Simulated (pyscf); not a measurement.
A first-order saddle from PySCF, ωB97X-D3(BJ)/def2-SVP:

```xyz
8

F     -0.1574    -0.1344     1.8743
N     -1.2318    -0.7290     1.2847
F     -0.7374    -1.9243     0.8556
Ge    -0.7579     0.5881    -1.4009
H     -1.2550    -0.0875     0.1637
H     -1.0171     2.1021    -1.4074
H      0.7421     0.2889    -1.5338
H     -1.5551    -0.1122    -2.5113
```
Charge 0, spin multiplicity 2.

Surface: doublet, charge 0. Lowest wavenumbers (cm⁻¹): 1886i, 48, 74, 92, 339.

Task: What reaction is this the transition state of?

Result: F–N•–F + GeH₄ <-> F–NH–F + GeH₃•, a hydrogen abstraction read from left to right: Ge–H broken and H–N formed. At ωB97M-D3(BJ)/def2-TZVP it lies +19.4 kcal/mol from the left side (each side as separated species at their lowest minima found). This is the saddle that the search found; another between the same sides may lie lower. The angle at the transferred H is 162°. Elements up to Kr have no core potential and no relativistic terms here.
